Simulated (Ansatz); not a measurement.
Conformers of CH4FGaO (SMILES C[O][GaH][F]), B3LYP-D3(BJ)/def2-TZVP minima from an xTB search, which can miss the lowest.
Conformer 1 (charge 0, multiplicity 1):
```xyz
8

C     -1.230    -0.204     0.128
O      0.042    -0.835     0.046
Ga     1.576     0.031    -0.150
F      1.382     1.787    -0.237
H     -1.700    -0.465     1.080
H     -1.166     0.885     0.057
H     -1.865    -0.570    -0.683
H      2.961    -0.630    -0.242
```
Conformer 2 (charge 0, multiplicity 1):
| atom | x (Å) | y (Å) | z (Å) |
|---|---|---|---|
| C | -1.2562 | 0.2547 | 0.1990 |
| O | -0.2388 | -0.6843 | -0.1065 |
| Ga | 1.4983 | -0.3361 | 0.0061 |
| F | 2.4688 | -1.7289 | -0.4457 |
| H | -0.8661 | 1.2303 | 0.5134 |
| H | -1.8851 | 0.4085 | -0.6818 |
| H | -1.8818 | -0.1366 | 1.0057 |
| H | 2.1609 | 0.9924 | 0.4369 |

Correlated levels freeze the cores. Filled d and f shells under p-block atoms count as core. MP2 and its Hartree–Fock in cc-pVQZ are density fitted.

Codes used: Ansatz (Gaussian orbitals). Values without a source in brackets are computed.

The energy of conformer 2 above conformer 1 is E(conformer 2) − E(conformer 1). Total energies (hartree):

| level | conformer 2 | conformer 1 |
|---|---|---|
| HF/cc-pVTZ | -2137.9206179 | -2137.9228983 |
| MP2/cc-pVTZ | -2138.6717792 | -2138.6741890 |
| HF/cc-pVQZ | -2137.9433800 | -2137.9454911 |
| MP2/cc-pVQZ | -2138.7538769 | -2138.7562229 |
| CCSD(T)/cc-pVTZ | -2138.7154665 | -2138.7177951 |

**Question.** Work out the energy of conformer 2 above conformer 1 at the basis-set limit: extrapolate the MP2 correlation part as X⁻³, take Hartree–Fock from the larger set, and add the CCSD(T) − MP2 difference of cc-pVTZ.

**Answer.** 
1. Differences (1 hartree = 627.509 kcal/mol): HF/cc-pVTZ 1.431; MP2/cc-pVTZ 1.512; HF/cc-pVQZ 1.325; MP2/cc-pVQZ 1.472; CCSD(T)/cc-pVTZ 1.461.
2. Correlation parts, MP2 less HF: 0.081 in cc-pVTZ (X = 3), 0.147 in cc-pVQZ (X = 4).
3. Limit (4³·(0.147) − 3³·(0.081))/(4³ − 3³) = 0.196; with HF/cc-pVQZ it gives 1.520.
4. CCSD(T) less MP2 in cc-pVTZ: -0.051.
Result: 1.47 kcal/mol, against 1.51 at MP2/cc-pVTZ. It is an estimate of this method's limit, not of the exact value.

Ansatz is a program for electronic structure.
